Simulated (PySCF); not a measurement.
Homolysis of single bonds, series silaethenyl-X. Gas-phase values, no solvent. One relaxed conformer stands for each flexible species; it need not be the lowest. Strings in code marks are SMILES. In the def2 sets, heavy atoms carry core potentials. All members: neutral, multiplicity 1. Level: ωB97X-D3(BJ)/def2-TZVP // PBE0-D3(BJ)/def2-TZVP (PySCF), beside PBE-D3(BJ)/def2-TZVP // PBE0-D3(BJ)/def2-TZVP (PySCF) at the same geometries.  Orbital energies are measured against the vacuum level.

```tsv
species	HOMO, PBE (eV)	HOMO, ωB97X-D3(BJ) (eV)
`C=[SiH]C(=O)O` (C–Si–C–O torsion 0°, Si–C–O–H torsion -180°)	-5.93	-9.11
`C=[SiH]F`	-5.62	-8.96
`C=C[SiH]=C` (C–C–Si–C torsion 15°)	-5.29	-8.40
`C=[SiH]O` (C–Si–O–H torsion 0°)	-5.16	-8.51
`C=[SiH]OC` (C–Si–O–C torsion 0°)	-5.11	withheld
`C=[SiH]N` (C–Si–N–H torsion 0°)	-4.67	-8.00
```

Question: Fit y = a + b·x, y being the HOMO at the first level, to the 5 complete rows by least squares, with x = the PBE value in eV. Give a, b and the rms residual, and predict the withheld value.

Answer: Means of the 5 rows: x̄ = -5.334, ȳ = -8.596 eV. Σ(x − x̄)² = 0.91012 and Σ(x − x̄)(y − ȳ) = 0.82978, so b = 0.912 and a = ȳ − b·x̄ = -3.731 eV. The rms residual is 0.091 eV. At x = -5.11 the line gives -8.39 eV. The run for `C=[SiH]OC` (C–Si–O–C torsion 0°) gave -8.43 eV, so the line is off by 0.04 eV, within twice the rms residual.

Codes: PySCF.
